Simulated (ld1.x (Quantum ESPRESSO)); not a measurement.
## Scattering properties, ultrasoft potential for boron

ld1.x (Quantum ESPRESSO) 7.5 input, shortened:

```
&input
   title='B', zed=5., rel=1, dft='PBE', iswitch=3,
   config='[He] 2s1.5 2p1.5'
 /
 &inputp
   pseudotype=3, tm=.true., lloc=-1, rcloc=1.70,
   nlcc=.true.
 /
4
2S  1  0   1.50   0.00  1.15  1.30  0.0
2S  1  0   0.00   0.55  1.15  1.30  0.0
2P  2  1   1.50   0.00  3.60  3.95  0.0
2P  2  1   0.00   4.05  3.60  3.95  0.0
 &test
   configts(1)='2s1.5 2p1.5'
 /
```

The phase is arctan(r·u′/u) with u = r·R(r), unwrapped; energies in Ry, scanned from -3 to 5 Ry. A pole is an energy at which the radial function vanishes at the test radius. The pseudo phase is shifted by a multiple of π to meet the all-electron one at the reference energy, and phase errors are pseudo minus all-electron; the curves can meet again beyond the range given. Levels narrower than the energy grid can be missing from the lists of poles.

Task: For each channel, where are the poles, and over which energies does the pseudopotential scatter like the atom?

Result:

```tsv
channel	radius (bohr)	reference energy (Ry)	poles, all-electron	poles, pseudo	unbroken range about the reference energy with phases within 0.05 rad	phase error 1 Ry above the reference energy (rad)
s	4.30	-0.71	-0.67, 1.32, 4.43	-0.67, 1.32, 4.44	the whole range	-0.000
p	4.30	-0.28	-0.20, 1.48, 4.26	-0.21, 2.12	-0.3 to -0.2	-0.222
```

A Bessel basis up to 400 Ry misses an occupied level by 0.31 Ry, so cutoffs and ghosts were not judged.

Phases in the s channel:

```csv
E (Ry),all-electron,pseudo
-3.00,1.431,1.431
-2.76,1.425,1.425
-2.52,1.417,1.417
-2.28,1.408,1.408
-2.04,1.397,1.397
-1.80,1.384,1.384
-1.56,1.366,1.366
-1.32,1.340,1.340
-1.08,1.295,1.295
-0.84,1.118,1.118
-0.60,-1.710,-1.710
-0.36,-1.860,-1.860
-0.12,-2.000,-2.000
0.12,-2.324,-2.324
0.36,-3.423,-3.423
0.60,-4.287,-4.287
0.84,-4.534,-4.534
1.08,-4.644,-4.644
1.32,-4.712,-4.712
1.56,-4.766,-4.765
1.80,-4.819,-4.819
2.04,-4.888,-4.887
2.28,-5.004,-5.003
2.52,-5.311,-5.306
2.76,-6.586,-6.565
3.00,-7.431,-7.425
3.24,-7.635,-7.632
3.48,-7.721,-7.720
3.72,-7.771,-7.770
3.96,-7.806,-7.805
4.20,-7.832,-7.831
4.44,-7.855,-7.854
4.68,-7.876,-7.875
4.92,-7.898,-7.896
```
